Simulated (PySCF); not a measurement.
C5H18Si4.
Atom-mapped SMILES: `[CH3:1][C@H:2]1[CH2:3][C@@H:4]([Si@@H:5]([SiH3:6])[SiH2:7][SiH3:8])[CH2:9]1` (hydrogens: H10, H11, H12 on C1; H13 on C2; H14, H15 on C3; H16 on C4; H17 on Si5; H18, H19, H20 on Si6; H21, H22 on Si7; H23, H24, H25 on Si8; H26, H27 on C9)

Method used: PBE0-D3(BJ)/def2-SVP geometry optimisation, gas phase in PySCF 2.14.0.

**Question.** Give the optimised bond lengths and angles.

**Answer.** 
```json
{"bond": "C1–C2", "length (Å)": "1.512", "order": "single"}
{"bond": "C2–C3", "length (Å)": "1.543", "order": "single"}
{"bond": "C3–C4", "length (Å)": "1.548", "order": "single"}
{"bond": "C4–Si5", "length (Å)": "1.892", "order": "single"}
{"bond": "Si5–Si6", "length (Å)": "2.347", "order": "single"}
{"bond": "Si5–Si7", "length (Å)": "2.348", "order": "single"}
{"bond": "Si7–Si8", "length (Å)": "2.344", "order": "single"}
{"bond": "C4–C9", "length (Å)": "1.548", "order": "single"}
{"bond": "C2–C9", "length (Å)": "1.543", "order": "single"}
{"bond": "C1–H10, C1–H11, C1–H12", "length (Å)": "1.102", "order": "single"}
{"bond": "C2–H13", "length (Å)": "1.104", "order": "single"}
{"bond": "C3–H14", "length (Å)": "1.104", "order": "single"}
{"bond": "C3–H15", "length (Å)": "1.100", "order": "single"}
{"bond": "C4–H16", "length (Å)": "1.104", "order": "single"}
{"bond": "Si5–H17", "length (Å)": "1.500", "order": "single"}
{"bond": "Si6–H18, Si6–H19, Si6–H20", "length (Å)": "1.497", "order": "single"}
{"bond": "Si7–H21", "length (Å)": "1.497", "order": "single"}
{"bond": "Si7–H22", "length (Å)": "1.499", "order": "single"}
{"bond": "Si8–H23, Si8–H24, Si8–H25", "length (Å)": "1.496", "order": "single"}
{"bond": "C9–H26", "length (Å)": "1.101", "order": "single"}
{"bond": "C9–H27", "length (Å)": "1.104", "order": "single"}
```

Bonds in one row agree within 0.01 Å and their mean is given. Orders are formal, as drawn. A selection of angles:
```json
{"angle": "C1–C2–C3", "degrees": "119.2"}
{"angle": "C1–C2–C9", "degrees": "119.1"}
{"angle": "C3–C2–C9", "degrees": "88.5"}
{"angle": "C2–C3–C4", "degrees": "88.8"}
{"angle": "C3–C4–Si5", "degrees": "121.1"}
{"angle": "C3–C4–C9", "degrees": "88.1"}
{"angle": "Si5–C4–C9", "degrees": "117.7"}
{"angle": "C4–Si5–Si6", "degrees": "110.5"}
{"angle": "C4–Si5–Si7", "degrees": "107.6"}
{"angle": "Si6–Si5–Si7", "degrees": "108.6"}
{"angle": "Si5–Si7–Si8", "degrees": "108.8"}
{"angle": "C2–C9–C4", "degrees": "88.9"}
```

Torsions: C1–C2–C3–C4 141° (anticlinal); C2–C3–C4–Si5 -140° (anticlinal); C3–C4–Si5–Si6 43° (synclinal); C4–Si5–Si7–Si8 46° (synclinal); C3–C4–C9–C2 18° (synperiplanar); C1–C2–C9–C4 -141° (anticlinal).

Si8 (SiH3 silicon) is tetrahedral (angles from 108.1° to 112.5°). Si5 (SiH silicon) is tetrahedral (angles from 107.6° to 111.9°). All 3 Si–Si bonds measure 2.344 to 2.348 Å. Of the pairs four or more bonds apart, Si6···H14 is among the closest relative to their van der Waals radii: 3.17 Å, 96 % of the sum of Bondi's values. Si7 (SiH2 silicon) is tetrahedral (angles from 108.2° to 111.4°). The C–C distances run from 1.512 Å (C1–C2, drawn single) to 1.548 Å (C3–C4, drawn single), a spread of 0.036 Å. The 4-membered ring C2–C3–C4–C9 has internal angles of 88.1° to 88.9°; it is puckered, 0.12 Å rms from its mean plane, widest ring torsion 18°.

Point group: C1 (no symmetry element, even within 0.4 Å). Not checked by PBE0-D3(BJ)/def2-SVP frequencies. One conformer, not necessarily the lowest.
